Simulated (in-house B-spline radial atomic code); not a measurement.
# RPA and G0W0 on PBE: the rhenium ion Re⁷⁺

Configuration [Xe] 4f14, mean-field start PBE. Computed with an all-electron radial atomic-structure program (B-spline basis): all electrons, scalar-relativistic (spin-free one-electron X2C), finite nucleus, each spin shell either full or empty, empty states to l = 9 with an (l + 1/2)⁻⁴ tail; G0W0 by contour deformation at full frequency.

Without the two-electron picture change, the correlation of inner shells comes somewhat too large for so heavy an element.

Command:
```bash
python run_gw.py task.json out
```
Settings (radii: box in bohr, nucleus in fm):
```
Z                        75
electrons                68
configuration            [Xe] 4f14
hamiltonian              x2c
method                   pbe,pbe
lmax                     9
rms_radius               5.3698
spin_polarised           False
box_radius               8.41
intervals                66
```

Run time, properties included: 6 s on 1 thread of Arm Neoverse N1, with other jobs on the host.

Energies (hartree):

```json
{"term": "mean-field total", "value": "-16682.84813"}
{"term": "Hartree-Fock functional on these orbitals", "value": "-16677.73777"}
{"term": "direct second order", "value": "-7.2995"}
{"term": "second-order exchange", "value": "1.8088"}
{"term": "SOSEX correction", "value": "1.6888"}
```

Question: What is the RPA correlation energy, and what remains with SOSEX?

Answer: RPA gives -6.3223 hartree (-2.53 eV per electron); RPA + SOSEX gives -4.6335, and the second-order doubles -5.4907 hartree (no singles). RPA lacks exchange-type terms and so overcorrelates at short range.

Quasi-particle levels (eV):

```csv
level,occupied,mean field,Σx - vxc,Σc,QP weight,G0W0
4f,yes,-138.25,-19.94,?,?,?
5p,yes,-138.56,-9.52,-0.81,0.966,-148.88
5d,no,-89.28,8.87,-2.04,0.976,-82.45
```

G0W0 = mean field + (Σx - vxc) + Σc, with Σc (partial-wave tail included) taken at the quasi-particle energy. Only the outer levels were computed. Levels of low weight are left out.

Question: Where does G0W0 put 4f?

Answer: At -153.59 eV, with Σc = 4.59 eV and a quasi-particle weight of 0.942.
